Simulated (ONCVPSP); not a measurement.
# Building the ONCV potential for bromine (PBE, scalar-relativistic).

```json
{
  "Element": "bromine",
  "Generator": "ONCVPSP 4.0.1",
  "Type": "optimised norm-conserving Vanderbilt (ONCV)",
  "Functional": "PBE",
  "Relativity": "scalar-relativistic",
  "Frozen core": "[Ar]",
  "Valence charge": "17",
  "Reference configuration": "3d10 4s2 4p3 (charge +2)",
  "Partial waves": "4s: rc 1.40 bohr, ncon 5, nbas 9, qcut 4.7 1/bohr, 1 projector; 4p: rc 1.45 bohr, ncon 4, nbas 8, qcut 6 1/bohr, 2 projectors, debl 3.2 Ha; 3d: rc 0.50 bohr, ncon 4, nbas 9, qcut 21.2 1/bohr, 2 projectors, debl 1 Ha",
  "Local potential": "polynomial inside 0.35 bohr (lpopt 2, dvloc0 6 Ha)",
  "Core correction": "Teter function, fcfact 1.75, rcfact 1.7"
}
```

In the d channel the program set the typed energies aside and used -3.336, 0.250 Ha.

All-electron outer shells of the reference configuration (PBE, scalar-relativistic, ld1.x):

```
shell  level (eV)  outermost node (bohr)  outermost maximum (bohr)
   3s     -262.20                   0.23                      0.48
   3p     -197.61                   0.21                      0.48
   3d      -90.79                      –                      0.43
   4s      -41.84                   0.67                      1.39
   4p      -28.23                   0.70                      1.58
```

Does the generator finish with these settings?

Yes, a potential is produced and its reference levels are reproduced.

Estimate the cutoffs (Ha) at which the residual kinetic energy of the hardest occupied pseudo-wave falls to 1 and 0.1 mHa per electron.

1004 Ha and 1256 Ha.

What does a ghost test show?

Ghosts flagged at negative energy: s at -788.0 eV, p at -120.6 eV; no localised positive-energy state flagged. A true bound ghost makes a file unfit for plane-wave use.

Which valence shell sets the plane-wave cutoff?

3d: 1004 Ha for 1 mHa per electron, against 18 Ha for 4s.

Tests: 3d10 4s2 4p5; 3d10 4s2 4p4; 3d10 4s2 4p2; 3d10 4s2 4p4.5. Which has the largest error in its energy relative to the reference configuration, and how large is it?

3d10 4s2 4p5, with +12 meV (all-electron minus pseudo) on -35.31 eV.
